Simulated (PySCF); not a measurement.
## What moves σ(O)?

GIAO PBE0/pcSseg-1 on PBE0-D3(BJ)/def2-SVP geometries (PySCF 2.14.0 with density-fitted response routines, gas phase, non-relativistic):

| SMILES | Hirshfeld charge (e) of O | σ(O) (ppm) |
| --- | --- | --- |
| [SiH3]O/C=C\CCl | -0.190 | 237.9 |
| [SiH3]O/C=C/N1CCCC1 | -0.215 | 279.3 |
| FC(F)=C(F)/C=C\O[SiH3] | -0.193 | 231.9 |
| [SiH3]O/C=C\C1CC1 | -0.197 | 248.1 |
| CS/C=C/O[SiH3] | -0.204 | 242.5 |
| FC(F)(F)S/C=C/O[SiH3] | -0.184 | 205.6 |

**Question.** Fit σ(O) as a line in the Hirshfeld charge of O. How well does it hold?

**Answer.** σ = -155.0 − 2007.7 x, with x in e; correlation -0.92, rms deviation 8.4 ppm, largest 12.1 ppm at `CS/C=C/O[SiH3]`. A charge says how many electrons sit at the atom, not how easily they circulate, so such a line holds only within like compounds.

**Question.** A further member, `C/C=C/O[SiH3]`, has x = -0.205. What does the line predict, and what does the calculation give?

**Answer.** The line gives 256.6 ppm; the calculation 240.9 ppm, a difference of -15.7 ppm, outside the usual scatter of the fit.
